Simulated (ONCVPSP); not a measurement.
# Building the ONCV potential for platinum (LDA (Perdew-Zunger), scalar-relativistic).

ONCVPSP 4.0.1 input, shortened (lines: element, Z, core and valence counts, functional; n l f; lmax; l rc ep ncon nbas qcut; lloc lpopt rc5 dvloc0; l nproj debl; icmod fcfact rcfact), LDA (Perdew-Zunger), scalar-relativistic:

```
  Pt 78.00   11    3        3      upf
    1    0    2.00
    2    0    2.00
    2    1    6.00
    3    0    2.00
    3    1    6.00
    3    2   10.00
    4    0    2.00
    4    1    6.00
    4    2   10.00
    4    3   14.00
    5    0    2.00
    5    1    6.00
    5    2    9.00
    6    0    1.00
    2
    0    2.60    0.00    4    9    2.80
    1    1.55    0.00    4    7    6.90
    2    1.55    0.00    3    8   11.50
    2    5    1.55    0.00
    0    1    1.90
    1    2    0.40
    2    0    3.50
    3    5.00    1.25
```

In the p channel the program set the typed energies aside and used -2.069, 0.250 Ha.

All-electron outer shells of the reference configuration (LDA (Perdew-Zunger), scalar-relativistic, ld1.x):

```
shell  level (eV)  outermost node (bohr)  outermost maximum (bohr)
   4f      -70.51                      –                      0.38
   5p      -56.29                   0.53                      0.98
   5d       -6.38                   0.57                      1.26
   6s       -5.97                   1.14                      2.38
```

Calculated quality:

| Quantity | Value |
| --- | --- |
| Cutoffs needed | 20 Ha and 39 Ha (the cutoffs (Ha) at which the residual kinetic energy of the hardest occupied pseudo-wave falls to 1 and 0.1 mHa per electron) |
| Ghost test | ghosts flagged at negative energy: s at -45.6 eV; no localised positive-energy state flagged; a true bound ghost makes a file unfit for plane-wave use |
| Configuration tests | 1 of 4 tests not solved or not reliable |
| rms error of d²Exc/dni dnj | 4.99 mHa without and 1.44 mHa with the model core |

Generation and tests took about 4.3 s on one core of a shared server CPU.
